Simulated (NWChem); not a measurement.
Molecule: AlH₃SeO₂; SMILES [OH][Al]([OH])[SeH]

```xyz
7

Al     0.0706     0.9688     0.0000
O     -1.2370     2.0487     0.0000
H     -2.1732     1.8493     0.0000
O      1.6563     1.5691     0.0000
H      1.8782     2.5018     0.0000
Se    -0.1851    -1.3239     0.0000
H      1.2776    -1.4881     0.0000
```
Atoms are numbered in this order, from 1.

Level: PBE0/def2-SVP (NWChem), optimised geometry, unscaled harmonic frequencies. This build's default masses of Se (78.918 u) and Br (79.917 u) are each other's, which moves their modes by up to 0.6 %.

```tsv
frequency (cm⁻¹)	IR intensity (km/mol)
145	7.8
194	55.4
201	18.5
241	18.9
294	100.0
327	135.9
373	31.0
520	161.8
579	163.1
592	56.6
822	146.0
959	111.5
2456	2.9
3980	116.6
4002	115.1
```

```yaml
zero_point_energy: 22.4 kcal/mol
thermal correction to the enthalpy at 298.15 K (with zero-point energy): 27.3 kcal/mol
heat capacity Cv: 22.5 cal/(mol K)
entropy at 298.15 K and 1 atm (symmetry number 1): 82.6 cal/(mol K)
dipole_moment: 1.27 D
```

Rigid rotor and harmonic oscillator.
